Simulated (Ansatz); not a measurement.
Relaxation of Hg3H12Se3⁺ (charge 1, doublet) with UKS PBE-D4/def2-SVP in Ansatz.

Positions (Å) and forces (eV/Å) at steps 18, 19, 21 of 21:

```xyz
18
step=18 energy=-208712.5611 eV
Se   -0.160   -2.213    0.494    0.008   -0.004    0.007
Hg   -3.897   -2.239    0.008   -0.004   -0.003   -0.006
Se   -1.982    0.977   -0.493   -0.007    0.000   -0.008
Hg    3.288   -1.797    0.450   -0.029    0.012    0.004
Se    2.742    1.589   -0.014    0.022   -0.012    0.001
Hg    0.100    3.748   -0.450   -0.014    0.007   -0.003
H    -0.391   -3.521    1.165    0.000    0.006   -0.006
H    -0.161   -2.859   -0.844   -0.001   -0.004   -0.004
H    -4.729   -0.834   -0.364    0.038   -0.057    0.020
H    -3.083   -3.655    0.376   -0.034    0.061   -0.015
H    -3.232    1.413   -1.172    0.007   -0.002    0.005
H    -2.551    1.303    0.840   -0.003    0.002    0.005
H     2.542   -1.458   -1.026    0.012   -0.002    0.003
H     4.030   -2.150    1.887    0.011   -0.003   -0.003
H     3.806    1.837   -1.025   -0.005    0.002    0.006
H     3.495    2.347    1.021   -0.007   -0.002   -0.009
H     0.042    2.921    1.021    0.003    0.002   -0.001
H     0.141    4.590   -1.875    0.004   -0.003    0.002
18
step=19 energy=-208712.5617 eV
Se   -0.149   -2.216    0.490   -0.007    0.002    0.015
Hg   -3.900   -2.240    0.006    0.004    0.002    0.002
Se   -1.986    0.977   -0.489    0.002   -0.003   -0.016
Hg    3.276   -1.793    0.457    0.011    0.005   -0.008
Se    2.750    1.582   -0.015    0.013    0.006   -0.001
Hg    0.094    3.752   -0.450    0.007   -0.006    0.002
H    -0.386   -3.522    1.162    0.000    0.001   -0.003
H    -0.154   -2.862   -0.847    0.000   -0.008   -0.013
H    -4.728   -0.834   -0.359    0.017   -0.031    0.009
H    -3.085   -3.654    0.372   -0.018    0.031   -0.010
H    -3.235    1.413   -1.170    0.003   -0.001    0.004
H    -2.553    1.306    0.842   -0.007    0.004    0.013
H     2.538   -1.455   -1.024   -0.001    0.000    0.004
H     4.026   -2.148    1.889   -0.005   -0.002    0.005
H     3.812    1.833   -1.027   -0.008   -0.002    0.010
H     3.500    2.345    1.020   -0.006   -0.006   -0.010
H     0.042    2.924    1.021   -0.002    0.005   -0.004
H     0.139    4.590   -1.877   -0.004    0.001    0.001
18
step=21 energy=-208712.5622 eV
Se   -0.157   -2.230    0.483    0.003   -0.003   -0.007
Hg   -3.900   -2.236    0.005    0.000   -0.001   -0.001
Se   -1.992    0.977   -0.480   -0.002    0.002    0.007
Hg    3.277   -1.787    0.475   -0.002   -0.001    0.001
Se    2.759    1.586   -0.020   -0.005   -0.002   -0.001
Hg    0.095    3.747   -0.467   -0.001    0.000    0.000
H    -0.394   -3.541    1.144    0.001   -0.001   -0.001
H    -0.150   -2.867   -0.859   -0.001    0.003    0.006
H    -4.738   -0.827   -0.310   -0.001    0.003    0.000
H    -3.077   -3.654    0.320    0.001   -0.002    0.000
H    -3.243    1.416   -1.152   -0.002    0.000    0.000
H    -2.550    1.311    0.856    0.003   -0.002   -0.006
H     2.543   -1.448   -1.008    0.001    0.000    0.000
H     4.016   -2.144    1.912    0.000    0.000    0.001
H     3.830    1.831   -1.024    0.003    0.000   -0.002
H     3.499    2.357    1.014    0.002    0.003    0.003
H     0.053    2.927    1.008    0.002    0.001    0.001
H     0.127    4.581   -1.896    0.000    0.000   -0.001
```

In the def2 sets Hg takes a core potential; there is no spin–orbit coupling. In the doublet geometry the species has come apart into loosely held pieces.
